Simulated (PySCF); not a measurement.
# Continuum solvent and chemical shifts

Geometry (Å), atoms numbered from 1 in this order:
```xyz
17

F    -2.5755   -1.4837   -0.7324
C    -2.1187   -0.4178   -0.0639
F    -2.2521   -0.6903    1.2403
F    -2.9433    0.6046   -0.3408
C    -0.6985   -0.0789   -0.4287
C     0.2930   -1.2048   -0.0927
Si    2.0406   -0.4827   -0.1076
N     1.6440    1.1521    0.3555
Si   -0.0519    1.5449    0.3562
H    -0.7071    0.1022   -1.5175
H     0.1022   -1.5653    0.9325
H     0.1707   -2.0691   -0.7643
H     2.6875   -0.5718   -1.4566
H     2.9482   -1.1655    0.8655
H     2.3534    1.8435    0.5720
H    -0.6264    1.7750    1.7167
H    -0.3732    2.7344   -0.4882
```

GIAO PBE0/pcSseg-1 in PySCF on one PBE0-D3(BJ)/def2-SVP conformer, non-relativistic, equivalent nuclei averaged. Solvents enter as an IEF-PCM continuum (benzene with ε = 2.3, chloroform with ε = 4.7) around the gas-phase geometry. Shifts are referred to CFCl3, TMS computed in the same medium.

Gas phase, δ in ppm: F1/F3/F4 -79.5, C2 133.6, C5 29.7, C6 7.0, Si7 -15.5, Si9 -19.9, H14 5.03, H17 4.96, H13 4.94, H16 4.91, H10 1.95, H12 1.27, H11 1.26, H15 -0.27. Dipole moment 2.63 D.

(1) How does each δ change in the continuum?

(2) Which of the listed nuclei move most (in ppm), and what does the model miss? (N and O are left out, as their reference compounds move with the solvent too.)

Results:

(1) 
```csv
atoms,environment,"Δδ, benzene","Δδ, chloroform"
F1/F3/F4,fluorine of a CF3 group,+0.5,+0.7
C2,CF3 carbon,+1.0,+1.5
C5,sp3 CH bonded to Si,+0.4,+0.7
C6,sp3 CH2 bonded to Si,+0.4,+0.6
Si7,"silicon bonded to C, N, 2 H, in a 5-membered ring",+0.3,+0.3
Si9,"silicon bonded to C, N, 2 H, in a 5-membered ring",-0.4,-0.6
H14,"hydrogen on a silicon bonded to C, N, in a 5-membered ring",-0.03,-0.05
H17,"hydrogen on a silicon bonded to C, N, in a 5-membered ring",-0.03,-0.05
H13,"hydrogen on a silicon bonded to C, N, in a 5-membered ring",-0.04,-0.07
H16,"hydrogen on a silicon bonded to C, N, in a 5-membered ring",-0.04,-0.08
H10,hydrogen on an sp3 CH bonded to Si,+0.16,+0.25
H12,hydrogen on an sp3 CH2 bonded to Si,+0.05,+0.08
H11,hydrogen on an sp3 CH2 bonded to Si,+0.04,+0.04
H15,"hydrogen on a nitrogen bonded to 2 Si, in a 5-membered ring",+0.33,+0.51
```

Changes are relative to the gas phase. The dipole moment becomes 2.86 D in benzene, 2.99 D in chloroform.

(2) C2 (CF3 carbon, +1.5 ppm) in chloroform. A continuum only polarises the solute; specific hydrogen bonds, the anisotropy of aromatic solvents and changes of geometry or conformer are outside it.
